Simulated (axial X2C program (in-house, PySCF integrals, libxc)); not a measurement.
## Potential curves of HfF, two-component

Computed with an in-house relativistic program for diatomic molecules. Two-component (2c) means X2C with spin–orbit coupling and atomic mean-field two-electron Coulomb and Gaunt terms. Basis: Hf dyall-cv3z [13s14p9d7f4g], F dyall-av3z [7s6p3d2f] (cores contracted in-house); Gaussian nuclei, density fitting, unrestricted open shells. Masses: Hf 179.947 u, F 18.998 u.

State: Ω = 3/2 (⟨Sz⟩ = -0.48, ⟨Lz⟩ = 1.98 at PBEsol). Energies in cm⁻¹ from the lowest point of each curve. Fits are polynomials in 1 − R0/R over 0.85 to 1.23 times the lowest point R0.

```
 R (Å)  PBEsol  PBE0    HF
1.7484    1179  1502  2612
1.8042     133   282   800
1.8600       0     0     0
1.9251     690   546    28
1.9902    2021  1761   810
2.0739    4341  3967  2568
```

Occupations by symmetry block were frozen at the best pattern of an incomplete PBE0 search. Density functionals use the spin component along the axis (collinear). Without a current term, density functionals place determinants with orbital angular momentum somewhat too high. The determinant is spin-polarised beyond a pure state at some levels (its spin-free form has ⟨S²⟩ too high), which makes Re and μ there less reliable.

Task: What are Re and ωe at the PBEsol level?

Result: At PBEsol, 2c: Re = 1.841 Å, ωe ≈ 686 cm⁻¹; Be follows as 0.289 cm⁻¹.

Task: What are Re and ωe at the PBE0 level?

Result: At PBE0, 2c: Re = 1.852 Å, ωe ≈ 678 cm⁻¹; Be follows as 0.286 cm⁻¹.

Task: What are Re and ωe at the HF level?

Result: At HF, 2c: Re = 1.890 Å, ωe ≈ 645 cm⁻¹; Be follows as 0.275 cm⁻¹.
